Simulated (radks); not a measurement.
Coulomb parameter of the 5d shell of the tungsten ion W2+ in the model configuration [Xe] 4f14 5d3 6p1, as a second difference U = [E(n + 0.25) + E(n - 0.25) - 2 E(n)] / (0.25)^2 with all orbitals relaxed. "Bare": the charge of the atom changes with n. "Screened": the 6p shell takes up the change at fixed total charge, which measures U(5d,5d) + U(6p,6p) - 2 U(5d,6p). Calculated with a radial shooting solver on a logarithmic mesh with Libxc functionals: scalar-relativistic Kohn-Sham, PBE, spin-unpolarised, spherical densities, point nucleus.

| case | configuration | E - E(n) (eV) |
|---|---|---|
| start | [Xe] 4f14 5d3 6p1 | 0.000 |
| bare +0.25 | [Xe] 4f14 5d3.25 6p1 | -5.451 |
| bare -0.25 | [Xe] 4f14 5d2.75 6p1 | 6.132 |
| screened +0.25 | [Xe] 4f14 5d3.25 6p0.75 | -2.091 |
| screened -0.25 | [Xe] 4f14 5d2.75 6p1.25 | 2.200 |

U(bare) = 10.887 eV, U(screened by 6p) = 1.745 eV, against the Slater integral F0(5d,5d) = 13.688 eV with frozen orbitals.
